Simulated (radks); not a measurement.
Task: Radial electron density D(r) = 4 pi r^2 rho(r) of an atom or ion with 2 electrons. Calculated with a radial shooting solver on a logarithmic mesh with Libxc functionals: scalar-relativistic Kohn-Sham, SCAN, spin-polarised, spherical densities, finite nucleus; meta-GGA in the generalised Kohn-Sham scheme; Fermi nuclear charge, rms radius of each element as measured or else 0.836 A^(1/3) + 0.57 fm.

r (bohr),D(r) (e/bohr)
0.002165,4.861
0.002603,6.568
0.003154,8.907
0.003791,11.80
0.004593,15.62
0.005521,20.11
0.00669,25.68
0.008042,31.72
0.009744,38.45
0.01171,44.74
0.01408,50.07
0.01706,53.60
0.0205,54.02
0.02484,50.67
0.02986,43.85
0.03618,33.96
0.04349,23.54
0.0527,13.79
0.06335,6.929
0.07676,2.705
0.09226,0.8501
0.1118,0.1838
0.1344,0.02918
0.1615,0.002985
0.1957,0.0001572

What is the nuclear charge?

Result: Z = 49. The innermost maximum, from 1s, lies near gamma/Z bohr with gamma = sqrt(1 - (Z/c)^2) = 0.934, here 0.0191 bohr (found: 0.0192), and its height grows with Z. The density is that of the indium ion In47+ in [He]; the configuration itself is not fixed sharply by these data, and Z only to a few units. D(r) has 1 maximum, at r = 0.0192 bohr.
